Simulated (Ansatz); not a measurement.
Cost and result for the atomization energy of `B[Se][CH2][AlH][SH]` (11 atoms, 10 bonds).

Z-matrix (Å, degrees):
```
C
Se 1 1.962
Al 1 1.969 2 103.9
H 1 1.091 2 107.4 3 123.5
H 1 1.091 2 106.5 3 -120.7
B 2 1.877 1 99.6 3 -16.6
S 3 2.197 1 117.2 2 -80.6
H 3 1.581 1 124.3 2 115.0
H 6 1.188 2 121.7 1 180.0
H 6 1.215 2 120.6 1 -2.0
H 7 1.344 3 93.9 1 13.0
```

The species carries charge 0 and has multiplicity 1. Correlated methods include outer-core shells of Se, which these sets cover unevenly. Scalar relativity is left out up to krypton. All single points use the PBE0-D4/def2-TZVP geometry. It is one conformer, not always the lowest. Program: Ansatz. All runs use 4 threads of an Arm Neoverse V1 on a shared host. Times are those of one run each, without the atoms' runs, and a repeat can differ threefold. Electronic energies, without spin–orbit coupling; frozen cores. CCSD(T)/CBS adds CCSD(T) − MP2 in def2-TZVPP to the MP2 limit, and its time is that of the two runs behind it. T1 = 0.014. With those shells the extrapolation isn't a true limit. B3LYP takes the VWN-RPA correlation (the form of Gaussian; ORCA's B3LYP/G).

CCSD(T)/CBS is a level of theory with its own doubt, some kJ/mol a heavy atom from the limit and from the frozen cores, so smaller differences don't rank the functionals.

```tsv
level	functions	wall time	atomization (kcal/mol)	difference from CCSD(T)/CBS	per bond
PBE-D4/def2-TZVPP (with forces)	278	4 s	865.5	10.0	1.0
PBE0-D4/def2-TZVPP	278	6 s	856.1	0.6	0.1
r2SCAN-D4/def2-TZVPP (with forces)	278	8 s	862.4	6.9	0.7
B3LYP-D4/def2-TZVPP (with forces)	278	9 s	851.7	-3.8	-0.4
B2PLYP/def2-TZVPP	278	10 s	841.1	-14.4	-1.4
ωB97X-V/def2-TZVPP	278	14 s	857.8	2.3	0.2
ωB97M-V/def2-TZVPP (with forces)	278	20 s	856.4	0.9	0.1
MP2/def2-QZVPP	523	37 s	856.2	0.7	0.1
CCSD(T)/def2-TZVPP	278	5.9 min	833.2	-22.3	-2.2
CCSD(T)/CBS(def2)	–	6.6 min	855.5	0.0	0.0
```

The D4 term adds +12.3 kcal/mol with B3LYP and +6.5 kcal/mol with PBE0; it sums over pairs of atoms, weighted by their polarisabilities, and B3LYP, whose exchange is more repulsive, gets the larger term. In def2-TZVPP, CCSD(T) changes the Hartree–Fock value by +201.9 kcal/mol (the triples alone add +13.9 kcal/mol) and MP2 by +211.9 kcal/mol; breaking electron pairs costs correlation energy, which Hartree–Fock lacks. From PBE to PBE0 (25 % exact exchange), in def2-TZVPP and without D4, the atomization energy moves by −8.3 kcal/mol: exact exchange takes away binding that semilocal exchange gives to molecules.
